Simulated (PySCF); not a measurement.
**Correlation energy of O (oxygen, neutral)**

[He] 2s2 2p4, high-spin 3P determinant. Calculation: PySCF 2.14, in x2c-TZVPall; scalar relativity by spin-free X2C-1e. Frozen: 1s2; 6 electrons correlated.

MP2 pair energies summed by pair of shells (mhartree):

| pair | energy | share (%) |
| --- | --- | --- |
| 2p-2p | -66.66 | 47.0 |
| 2s-2p | -64.89 | 45.8 |
| 2s-2s | -10.22 | 7.2 |

Total MP2 correlation energy: -141.77 mhartree.

Same-spin part -34.92 and opposite-spin part -106.85 mhartree; SCS-MP2 scales them by 1/3 and 6/5 to -139.86 mhartree.

```tsv
level	correlation energy (mhartree)
CCSD	-158.37
(T)	-2.85
CCSD(T)	-161.22
```

Diagnostics: T1 = 0.0064, D1 = 0.0103, largest double amplitude 0.043.

Problem. Is a single reference adequate?

Solution. Yes: T1 lies below 0.03 and no double amplitude reaches 0.07.
